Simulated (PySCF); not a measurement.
Precursor series Nb F-NH2. All species are isolated molecules in the gas phase. One relaxed conformer stands for each flexible species; it need not be the lowest.

The HOMO from two functionals at the same geometries (r2SCAN-D4/def2-SVP), both in PySCF: PBE-D3(BJ)/def2-TZVP and TPSSh-D3(BJ)/def2-TZVP. 

```tsv
species	TPSSh-D3(BJ)/def2-TZVP (eV)
0 of 5 F replaced by NH2 ([Nb(F)5])	-11.16
1 of 5 F replaced by NH2 ([Nb(F)4(NH2)])	-8.15
2 of 5 F replaced by NH2 ([Nb(F)3(NH2)2])	-7.24
3 of 5 F replaced by NH2	-6.30
4 of 5 F replaced by NH2 ([Nb(F)(NH2)4])	-6.36
5 of 5 F replaced by NH2 ([Nb(NH2)5])	-5.70
```

What does PBE-D3(BJ)/def2-TZVP give for each?


- 0 of 5 F replaced by NH2 ([Nb(F)5]): -10.21
- 1 of 5 F replaced by NH2 ([Nb(F)4(NH2)]): -7.48
- 2 of 5 F replaced by NH2 ([Nb(F)3(NH2)2]): -6.59
- 3 of 5 F replaced by NH2: -5.67
- 4 of 5 F replaced by NH2 ([Nb(F)(NH2)4]): -5.75
- 5 of 5 F replaced by NH2 ([Nb(NH2)5]): -5.13
Over these rows, drawn at random from the members with no instability flagged (it was tested for open shells, ions and some series alone), PBE minus TPSSh-D3(BJ): mean +0.68 eV, from +0.56 eV to +0.95 eV.
